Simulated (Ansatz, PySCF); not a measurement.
Process, species as SMILES: OB(F)F + H+ -> [OH2+]B(F)F
Structures are relaxed separately at B3LYP-D3(BJ)/def2-TZVP in Ansatz (a first-principles code), one conformer each, not searched for the lowest. Frequencies are from Ansatz.

Property: proton affinity (enthalpy at 298 K, with B3LYP-D3(BJ) rigid-rotor harmonic-oscillator terms), positive where the reaction releases energy, in kcal/mol. Valence correlation only, unless marked. No spin-orbit coupling. Non-relativistic. CBS marks a two-point X^-3 extrapolation of the correlation energy; Hartree-Fock from the larger set.

```
level                                program  proton affinity (kcal/mol)
----------------------------  --------------  --------------------------
HF/def2-TZVPD                          PySCF                       157.4
BLYP/def2-TZVPD                       Ansatz                       153.4
PBE0-D3(BJ)/def2-TZVPD        Ansatz + dftd3                       155.6
TPSSh-D3(BJ)/def2-TZVPD        PySCF + dftd3                       157.0
TPSSh/def2-TZVPD                       PySCF                       156.6
RPA@PBE/cc-pVTZ                       Ansatz                       160.7
CCSD/6-31G                            Ansatz                       157.0
CCSD/CBS(cc-pVTZ,cc-pVQZ)             Ansatz                       155.8
CCSD(T)/6-31G                         Ansatz                       157.1
CCSD(T)/CBS(cc-pVTZ,cc-pVQZ)          Ansatz                       154.9
```
